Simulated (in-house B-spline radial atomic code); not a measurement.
**RPA and G0W0 on LC-wPBE: Sn-**

Configuration [Kr] 4d10 5s2 5p3, highest spin, mean-field start LC-wPBE. Computed with an all-electron radial atomic-structure program (B-spline basis): all electrons, scalar-relativistic (spin-free one-electron X2C), finite nucleus, each spin shell either full or empty, empty states to l = 9 with an (l + 1/2)⁻⁴ tail; G0W0 by contour deformation at full frequency.

The anion's configuration is assumed.

Spin-orbit coupling, left out, splits p levels strongly here.

Command:
```bash
python run_gw.py task.json out
```
Settings (radii: box in bohr, nucleus in fm):
```
Z                        50
electrons                51
configuration            [Kr] 4d10 5s2 5p3
hamiltonian              x2c
method                   lc_wpbe
lmax                     9
rms_radius               4.6519
spin_polarised           True
box_radius               60
intervals                74
```

Time taken, with all properties: 8.8 s on 1 thread of Arm Neoverse V2 (shared host).

Energies (hartree):

```
                                     term        value
                         mean-field total  -6176.15277
Hartree-Fock functional on these orbitals  -6173.83918
                      direct second order      -4.2972
                    second-order exchange       1.1893
                         SOSEX correction       1.1102
```

(1) What is the RPA correlation energy, and what remains with SOSEX?

Quasi-particle levels (eV):

| level | occupied | mean field | Σx - vxc | Σc | QP weight | G0W0 |
| --- | --- | --- | --- | --- | --- | --- |
| 5p up | yes | -1.747 | 0.38 | ? | ? | ? |
| 5s down | yes | -6.727 | 1.36 | -1.25 | 0.881 | -6.612 |

G0W0 = mean field + (Σx - vxc) + Σc, with Σc (partial-wave tail included) taken at the quasi-particle energy. Only the outer levels were computed. Levels of low weight are left out.

(2) Where does G0W0 put 5p up?

## Answers

(1) RPA gives -3.7822 hartree (-2.02 eV per electron); RPA + SOSEX gives -2.672, and the second-order doubles -3.1079 hartree (no singles). SOSEX takes back 29 % of the RPA value.

(2) At -1.684 eV, with Σc = -0.32 eV and a quasi-particle weight of 0.915. The tabulated removal energy is 1.112 eV (electron affinity of the neutral atom); the calculation leaves out spin-orbit coupling, Breit and QED terms, and what these don't explain is the method's own error.
